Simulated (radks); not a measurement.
All-electron calculation, non-relativistic Kohn-Sham, PBE, spin-polarised, spherical densities, point nucleus; open shells are filled with parallel spins first. Program: a radial shooting solver on a logarithmic mesh with Libxc functionals. Response by self-consistent Sternheimer equations with the Hartree and adiabatic LDA kernel. Rank B3+, Sc3+, He+, Mg (NIST ground configurations) by static dipole polarisability, largest first.

Answer. Mg 72.69, Sc3+ 2.162, He+ 0.3120, B3+ 0.02052 bohr^3.
